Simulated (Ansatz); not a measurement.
```yaml
crystal:
  periodic: [false, false, false]
  atoms:
    - {symbol: N, position_ang: [-0.638073, 0.625778, -1.070975]}
    - {symbol: Si, position_ang: [-0.151393, -0.177298, 0.398496]}
    - {symbol: O, position_ang: [1.530711, -0.441344, 0.202323]}
    - {symbol: F, position_ang: [-0.949841, -1.498469, 0.391310]}
    - {symbol: D, position_ang: [-1.244594, 1.457121, -0.930612]}
    - {symbol: H, position_ang: [-0.284810, 0.529545, 1.663247]}
    - {symbol: H, position_ang: [1.810557, -0.620395, -0.706211]}
basis:
  gaussian: {orbitals: "6-31G*"}
magnetization: {spin_polarized: true, initial_magnetization: 1}
hamiltonian: {xc: {name: rPW86-PBE}, dispersion: rvv10}
accuracy: high
```

```sh
$ ansatz run in.yaml --threads 2 --pin off --events-out ev --progress --plain --max-ram 32768MiB --backend cpu
```

**Question.** How does Ansatz answer? (Estimate.)

**Answer.** Computed: The input was rejected before any iteration.
```
Error: YAML parse error: error: line 8 column 16: `D` is not an element symbol (H … Og, case-exact)
 6 |     - {symbol: O, position_ang: [1.530711, -0.441344, 0.202323]}
 7 |     - {symbol: F, position_ang: [-0.949841, -1.498469, 0.391310]}
 8 |     - {symbol: D, position_ang: [-1.244594, 1.457121, -0.930612]}
 9 |     - {symbol: H, position_ang: [-0.284810, 0.529545, 1.663247]}
10 |     - {symbol: H, position_ang: [1.810557, -0.620395, -0.706211]}
```
